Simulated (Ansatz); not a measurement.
Compare A (`[SiH3]B1CO1`) with its isomer B (`B1OC[SiH2]1`).

Calculated with Ansatz (gas phase, PBE0-D4/def2-TZVP geometries, no zero-point term in ΔE). CCSD(T)/CBS adds triple-zeta CCSD(T) − MP2 to the extrapolated MP2 energy (def2 sets, frozen cores). Functionals use def2-TZVPP. B3LYP here is the variant with VWN-RPA as its local correlation; programs differ in this.

A:

```xyz
9

Si   -0.7863    1.4145    0.2845
B     0.2035   -0.3142    0.1390
C     0.8215   -1.5339   -0.5248
O     0.8288   -1.1909    0.9236
H    -0.0933    2.4355   -0.5462
H    -2.1609    1.2271   -0.2522
H    -0.8701    1.8992    1.6865
H     1.8128   -1.5100   -0.9677
H     0.2439   -2.4274   -0.7425
```

B:

Z-matrix (Å, degrees):
```
C
O 1 1.462
Si 1 1.921 2 92.5
H 1 1.091 2 108.9 3 -120.6
H 1 1.091 2 108.9 3 120.7
B 2 1.357 1 106.2 3 0.0
H 3 1.489 1 114.9 2 116.5
H 3 1.489 1 115.0 2 -116.6
H 6 1.194 2 121.1 1 180.0
```

**Question.** Which isomer does CCSD(T)/CBS put lower? Give the gap. (Best estimate.)

**Answer.** The calculation gave: B, by 7.6 kcal/mol.

**Question.** Give E(B) − E(A) in kcal/mol with HF/def2-TZVPP, ωB97M-V, B3LYP-D4, CCSD(T)/def2-TZVPP, PBE-D4, CCSD(T)/def2-SVP, CCSD/def2-TZVPP. (An estimate is asked.)

**Answer.** The calculation gave: HF/def2-TZVPP -6.7, ωB97M-V -7.3, B3LYP-D4 -6.2, CCSD(T)/def2-TZVPP -7.1, PBE-D4 -5.9, CCSD(T)/def2-SVP -5.5, CCSD/def2-TZVPP -7.1. None reverses the order clearly.

**Question.** Does the order hold for the free energy at 298.15 K (harmonic terms from PBE0-D4)? (Best estimate.)

**Answer.** Computed: Yes: G(B) − G(A) = -5.0 kcal/mol.

Largest T1 diagnostic: 0.016.

At CCSD(T), def2-SVP lies +2.1 kcal/mol from the extrapolated value and def2-TZVPP +0.5 kcal/mol. The D4 term adds −0.8 kcal/mol with B3LYP and −0.3 kcal/mol with PBE0; it sums over pairs of atoms, weighted by their polarisabilities, and B3LYP, whose exchange is more repulsive, gets the larger term.
